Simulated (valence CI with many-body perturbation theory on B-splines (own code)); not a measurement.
# Level structure of Tc XXXI

Level of theory: relativistic CI+MBPT: three valence electrons over a frozen Dirac-Fock core [Ne], radial functions for each j: 11 s, 11 p, 10 d, 8 f, 5 g, 2 h, with the one-electron correlation potential Σ1 (screened to all orders), the two-electron term Σ2, the three-electron term Σ3, Breit, model QED; selected single and double excitations, second order for the rest, scaled by the run's own slope (own B-spline code, finite nucleus).

The last digits are not significant, and no measured levels were compared; by estimate large intervals hold to a few tenths of a per cent, small ones and those within an open d or f shell to about a per cent.

Levels 46 to 90 of 154, with energies above the lowest level, 3s2.3p 2P°_1/2. "Leading %" is the weight of the configuration and term that name the level; weights of strongly mixed levels are sums over their largest components and can fall short, so below about 35 % the name and the second component can differ from the true leading terms, or belong to a minority configuration. In the jj column 3d3/2^4 stands for four electrons in 3d with j = 3/2. Lifetimes count E1, E2, E3, M1 and M2 decay at the calculated energies, and are blank where another channel may lead or the interval is too uncertain; long ones can be off by a factor of two.

```csv
No.,Configuration,Term,J,E (eV),Leading %,Leading jj,Lifetime
46,3p2.3d,4D,1/2,308.95,82,3p1/2 3p3/2 3d3/2 (98 %),11.3 ps
47,3p2.3d,4F,7/2,312.19,51,3p1/2 3p3/2 3d5/2 (95 %),15.1 ps
48,3p2.3d,4F,9/2,316.47,51,3p1/2 3p3/2 3d5/2 (92 %),20.8 ps
49,3p2.3d,4D,3/2,317.19,42,3p1/2 3p3/2 3d5/2 (77 %),9.71 ps
50,3p2.3d,4D,5/2,317.59,27,3p1/2 3p3/2 3d5/2 (67 %),9.23 ps
51,3p2.3d,2D,5/2,322.23,45,3p1/2 3p3/2 3d5/2 (62 %),6.66 ps
52,3p2.3d,4P,3/2,322.50,41,3p1/2 3p3/2 3d3/2 (73 %),5.73 ps
53,3p2.3d,4P,1/2,324.01,43,3p1/2 3p3/2 3d3/2 (81 %),5.91 ps
54,3p2.3d,2G,7/2,324.82,57,3p1/2 3p3/2 3d5/2 (52 %),16.8 ps
55,3p2.3d,2P,1/2,334.19,70,3p1/2 3p3/2 3d5/2 (78 %),7.59 ps
56,3p2.3d,2D,3/2,334.83,66,3p1/2 3p3/2 3d5/2 (71 %),9.27 ps
57,3p2.3d,2F,5/2,335.17,46,3p1/2 3p3/2 3d3/2 (38 %),5.86 ps
58,3p2.3d,4D,7/2,337.72,56,3p3/2^2 3d5/2 (74 %),11.1 ps
59,3p2.3d,2P,1/2,339.38,40,3p3/2^2 3d3/2 (52 %),6.79 ps
60,3s.3d2,4F,3/2,341.06,33,3p3/2^2 3d3/2 (48 %),5.17 ps
61,3p2.3d,4F,9/2,341.23,47,3p3/2^2 3d5/2 (82 %),14.1 ps
62,3p2.3d,4P,5/2,341.51,23,3p3/2^2 3d3/2 (41 %),5.23 ps
63,3s.3d2,4F,3/2,343.40,63,3p3/2^2 3d3/2 (32 %),5.56 ps
64,3s.3d2,4F,5/2,345.16,82,3s 3d3/2 3d5/2 (65 %),6.10 ps
65,3s.3d2,4F,7/2,347.41,99,3s 3d3/2 3d5/2 (82 %),6.88 ps
66,3s.3d2,4F,9/2,350.78,97,3s 3d5/2^2 (73 %),7.81 ps
67,3s.3d2,4P,1/2,352.43,62,3s 3d3/2^2 (51 %),5.06 ps
68,3p2.3d,2F,7/2,352.46,68,3p3/2^2 3d3/2 (47 %),5.69 ps
69,3p2.3d,2P,3/2,354.05,34,3p3/2^2 3d5/2 (47 %),6.69 ps
70,3s.3d2,4P,3/2,355.29,91,3s 3d3/2 3d5/2 (84 %),5.57 ps
71,3s.3d2,4P,1/2,355.66,36,3p3/2^2 3d5/2 (35 %),5.69 ps
72,3s.3d2,4P,5/2,355.77,71,3s 3d3/2 3d5/2 (68 %),5.32 ps
73,3p2.3d,2D,5/2,359.75,50,3p3/2^2 3d5/2 (52 %),7.54 ps
74,3s.3d2,2D,3/2,365.21,63,3s 3d5/2^2 (39 %),4.99 ps
75,3p2.3d,2D,5/2,365.62,41,3p3/2^2 3d5/2 (49 %),4.49 ps
76,3s.3d2,2G,7/2,368.25,77,3s 3d3/2 3d5/2 (60 %),6.81 ps
77,3s.3d2,2G,9/2,368.66,80,3s 3d3/2 3d5/2 (56 %),7.24 ps
78,3s.3d2,2D,5/2,369.39,50,3s 3d5/2^2 (39 %),5.37 ps
79,3p2.3d,2D,3/2,371.66,76,3p3/2^2 3d3/2 (56 %),4.08 ps
80,3s.3d2,2F,7/2,379.76,68,3s 3d5/2^2 (50 %),4.36 ps
81,3p2.3d,2F,5/2,380.62,38,3p3/2^2 3d5/2 (38 %),3.82 ps
82,3s.3d2,2P,1/2,382.54,51,3s 3d3/2 3d5/2 (40 %),3.10 ps
83,3s.3d2,2P,3/2,388.94,57,3s 3d5/2^2 (32 %),3.41 ps
84,3s.3d2,2S,1/2,388.96,64,3s 3d5/2^2 (68 %),4.15 ps
85,3p.3d2,4G°,5/2,408.61,72,3p1/2 3d3/2^2 (92 %),21.9 ps
86,3p.3d2,4G°,7/2,416.74,79,3p1/2 3d3/2 3d5/2 (89 %),20.9 ps
87,3p.3d2,2D°,5/2,420.96,31,3p1/2 3d3/2 3d5/2 (89 %),13.5 ps
88,3p.3d2,2D°,3/2,423.02,39,3p1/2 3d3/2 3d5/2 (77 %),9.16 ps
89,3p.3d2,4G°,9/2,424.23,53,3p1/2 3d3/2 3d5/2 (58 %),16.3 ps
90,3p.3d2,4D°,1/2,425.91,88,3p1/2 3d3/2^2 (44 %),9.59 ps
```

Names give the largest LS component (configuration and term), which can be under half, so a name can repeat, a term be missing and a line seem to break the LS rules; names also repeat where a configuration has a term twice.
